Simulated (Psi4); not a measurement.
C$_{3}$H$_{3}$ (SMILES [C-]1=CC1), charge -1, singlet, at a GFN2-xTB geometry (a gas-phase anion, which may not be bound at this level). Base run: Psi4 1.11 with HF/def2-SVP.

Psi4 was given this input:
```
memory 2 GB

molecule mol {
-1 1
C     0.015184   -0.052156    0.806927
C     0.003588   -0.766783   -0.607575
C    -0.019757    0.561525   -0.527661
H     0.935761   -0.000041    1.428440
H    -0.884247   -0.033956    1.460495
H    -0.045601    1.578483   -0.919078
}

set {
  basis def2-svp
  reference rhf
  stability_analysis check
  scf_type pk
}

energy('scf')
print_variables()
```

The bond that is stretched is that between atoms 5 and 1. A test that says stable can miss a lower solution.

Each row names what was changed in the base input (with any setting that the change needs).

```tsv
change	ΔE vs base (eV)	<S^2>
base	0.00	0.000
stability_analysis = follow; reference = uhf	0.00	0.000
bond × 1.25	0.75	0.000
stability_analysis = follow; reference = uhf; bond × 1.25	0.75	0.000
bond × 1.5	1.84	0.000
stability_analysis = follow; reference = uhf; bond × 1.5	1.84	0.000
bond × 1.8	2.90	0.000
stability_analysis = follow; reference = uhf; bond × 1.8	2.76	0.427
bond × 2.2	3.82	0.000
stability_analysis = follow; reference = uhf; bond × 2.2	3.24	0.800
bond × 3.0	4.76	0.000
stability_analysis = follow; reference = uhf; bond × 3.0	3.47	0.993
```

Psi4 reported an instability in these rows: stability_analysis = follow; reference = uhf; bond × 1.8; stability_analysis = follow; reference = uhf; bond × 2.2; stability_analysis = follow; reference = uhf; bond × 3.0 (restricted rows aren't judged here).

A gas-phase anion may not be bound at this level; its values then depend on the basis.

Where a bond breaks into two radicals, a solution with restricted orbitals usually stops being the lowest and lies too high; an unrestricted one lies lower at the price of spin contamination, which <S^2> shows.
